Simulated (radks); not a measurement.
Coulomb parameter of the 5d shell of the gold ion Au3+ in the model configuration [Xe] 4f14 5d7 6p1, as a second difference U = [E(n + 0.25) + E(n - 0.25) - 2 E(n)] / (0.25)^2 with all orbitals relaxed. "Bare": the charge of the atom changes with n. "Screened": the 6p shell takes up the change at fixed total charge, which measures U(5d,5d) + U(6p,6p) - 2 U(5d,6p). Method: scalar-relativistic Kohn-Sham, r2SCAN, spin-unpolarised, spherical densities, finite nucleus; meta-GGA in the generalised Kohn-Sham scheme; Fermi nuclear charge, rms radius 5.4371 fm; computed with a radial shooting solver on a logarithmic mesh with Libxc functionals.

| case | configuration | E - E(n) (eV) |
|---|---|---|
| start | [Xe] 4f14 5d7 6p1 | 0.000 |
| bare +0.25 | [Xe] 4f14 5d7.25 6p1 | -10.894 |
| bare -0.25 | [Xe] 4f14 5d6.75 6p1 | 11.768 |
| screened +0.25 | [Xe] 4f14 5d7.25 6p0.75 | -4.996 |
| screened -0.25 | [Xe] 4f14 5d6.75 6p1.25 | 5.139 |

U(bare) = 13.982 eV, U(screened by 6p) = 2.284 eV, against the Slater integral F0(5d,5d) = 17.634 eV with frozen orbitals.
